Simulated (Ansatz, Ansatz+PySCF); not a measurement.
```xyz
3

C     0.0000    0.0000   -0.6384
F     0.0000    1.1057    0.2128
F     0.0000   -1.1057    0.2128
```

Basis set: def2-SVP (spherical functions). Correlated methods keep 3 orbitals frozen. Charge 0, multiplicity 1.

Computed with Ansatz (development build ahead of 0.2.0); each method stands on the lowest determinant of its kind that the runs found. Restricted open shells among the atoms or ions are ROHF, correlated in semicanonical orbitals with singles.

Task: Give the atomization energy at this shape (free ground-state atoms in the same class of orbitals less the molecule, no zero-point energy) of singlet CF₂ by RHF-CCSD(T), RHF-CCSD, RHF-MP2, UHF-MP2, UHF, RHF.

Result:

| method | atomization energy |
| --- | --- |
| RHF-CCSD(T) | 978.6 kJ/mol |
| RHF-CCSD | 950.9 kJ/mol |
| RHF-MP2 | 1023.4 kJ/mol |
| UHF-MP2 | 1002.0 kJ/mol |
| UHF | 604.3 kJ/mol |
| RHF | 628.0 kJ/mol |

Caution: the shape is not the minimum. Caution for UHF-MP2: another reference gives a lower total. Caution for UHF-MP2, UHF: the determinant breaks the point group; the unrestricted determinant is spin contaminated.
